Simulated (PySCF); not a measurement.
C2H6BF3O, neutral, multiplicity 1. Atoms are numbered in the order given.

```xyz
13

B     -0.8414    -0.0218     0.0000
F     -0.8174    -1.3869     0.0000
F     -1.2746     0.5494     1.1538
F     -1.2746     0.5494    -1.1538
C      1.5024     0.0122     1.2030
O      0.8130     0.3698     0.0000
C      1.5024     0.0122    -1.2030
H      1.6275    -1.0810     1.2538
H      0.8795     0.3622     2.0328
H      2.4793     0.5171     1.2138
H      2.4793     0.5171    -1.2138
H      1.6275    -1.0810    -1.2538
H      0.8795     0.3622    -2.0328
```

The structure is a stationary point at ωB97X-D3(BJ)/def2-SVP. The isomer is the one that the SMILES or the coordinates give; other isomers of the formula were not compared. The values are those of a single conformer.

All values below come from ωB97X-D3(BJ)/def2-SVP in PySCF.

No scaling factor is applied to the harmonic values.

```csv
mode,ν (cm⁻¹),IR (km/mol),moving atoms (share of kinetic energy)
1,55,0.5,"C 42 %, F 35 %, H 22 %"
2,142,2.1,"H 47 %, F 28 %, C 13 %, O 10 %"
3,179,0.0,H 90 %
4,225,2.8,"H 64 %, F 23 %, C 11 %"
5,234,0.0,"F 51 %, C 25 %, H 21 %"
6,280,12.2,"F 33 %, C 33 %, H 13 %, O 11 %, B 10 %"
7,332,5.0,"F 50 %, C 25 %, O 14 %, H 10 %"
8,370,8.3,"F 42 %, O 39 %, H 13 %"
9,471,26.2,"O 34 %, H 31 %, C 28 %"
10,500,14.4,"F 75 %, O 12 %, B 9 %"
11,502,1.0,"F 82 %, B 9 %"
12,627,318.3,"B 58 %, F 40 %"
13,836,201.0,"F 71 %, B 15 %, C 10 %"
14,970,14.4,"C 43 %, O 23 %, H 20 %, F 8 %"
15,1113,39.5,"H 51 %, C 32 %, O 16 %"
16,1162,2.6,"H 81 %, C 18 %"
17,1213,2.8,"H 71 %, C 17 %, O 11 %"
18,1214,34.4,"O 37 %, H 32 %, C 27 %"
19,1285,35.2,"H 55 %, C 22 %, O 18 %"
20,1301,316.9,"B 72 %, F 21 %"
21,1335,390.8,"B 73 %, F 20 %"
22,1449,7.7,"H 87 %, C 8 %"
23,1465,10.4,H 96 %
24,1470,3.0,H 91 %
25,1482,5.9,H 96 %
26,1491,11.6,"H 90 %, C 9 %"
27,1497,30.3,H 95 %
28,3076,13.9,H 97 %
29,3081,25.9,H 97 %
30,3182,25.3,"H 90 %, C 10 %"
31,3184,0.0,"H 90 %, C 10 %"
32,3242,0.1,"H 90 %, C 10 %"
33,3242,0.0,"H 90 %, C 10 %"
```
